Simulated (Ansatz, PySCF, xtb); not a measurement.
Reaction (SMILES): O[Si]([SiH3])([SiH3])[SiH3] + 3 [SiH4] (SiH4) -> O[SiH3] [hydroxysilane] + 3 [SiH3][SiH3]
Each molecule is optimised on its own at B3LYP-D3(BJ)/def2-TZVP (Ansatz, an electronic-structure program), one conformer each, not searched for the lowest. Frequencies are from Ansatz or PySCF.

Quantity: bond separation energy (0 K, with B3LYP-D3(BJ) harmonic zero-point energies), in kcal/mol. Valence correlation only, unless marked. Spin-orbit coupling is left out. No relativistic terms. CBS marks a two-point X^-3 extrapolation of the correlation energy; Hartree-Fock from the larger set. [CCSD(T)-MP2]/basis is that difference in the basis named.

| level | program | bond separation energy (kcal/mol) | minus last row |
|---|---|---|---|
| GFN1-xTB | xtb | -1.9 | -2.4 |
| GFN2-xTB | xtb | 1.3 | 0.8 |
| HF/cc-pV(T+d)Z | Ansatz | -3.2 | -3.7 |
| RI-HF/aug-cc-pV(T+d)Z | Ansatz | -3.1 | -3.6 |
| PBE/def2-TZVPD | Ansatz | -0.2 | -0.7 |
| PBE0/STO-3G | Ansatz | 1.8 | 1.3 |
| PBE0/def2-SVP | Ansatz | 0.2 | -0.3 |
| PBE0/def2-TZVPD | Ansatz | -1.0 | -1.5 |
| BHLYP-D4/def2-TZVPD | Ansatz + dftd4 | 1.3 | 0.8 |
| r2SCANh-D4/def2-TZVPD | Ansatz + dftd4 | 0.6 | 0.1 |
| r2SCAN0-D4/def2-TZVPD | Ansatz + dftd4 | 0.2 | -0.3 |
| HSE06-D3(BJ)/def2-TZVPD | Ansatz + dftd3 | 1.1 | 0.6 |
| wB97X/def2-TZVPD | Ansatz | -0.8 | -1.3 |
| B2PLYP/def2-TZVPD | Ansatz | -0.2 | -0.7 |
| RI-MP2/cc-pV(T+d)Z | Ansatz | 1.2 | 0.7 |
| RI-MP2/CBS(cc-pV(T+d)Z,cc-pV(Q+d)Z) | Ansatz | 1.1 | 0.6 |
| SCS-MP2/cc-pV(D+d)Z | Ansatz | 0.7 | 0.2 |
| SCS-MP2/cc-pwCVTZ | Ansatz | 0.3 | -0.2 |
| CCSD(T)/6-31G | Ansatz | 2.6 | 2.1 |
| CCSD(T) with core electrons (1s frozen past Ne)/cc-pwCVTZ | Ansatz | 0.6 | 0.1 |
| RI-MP2/CBS(cc-pV(T+d)Z,cc-pV(Q+d)Z)+[CCSD(T)-MP2]/cc-pV(T+d)Z | Ansatz | 0.5 | 0.0 |
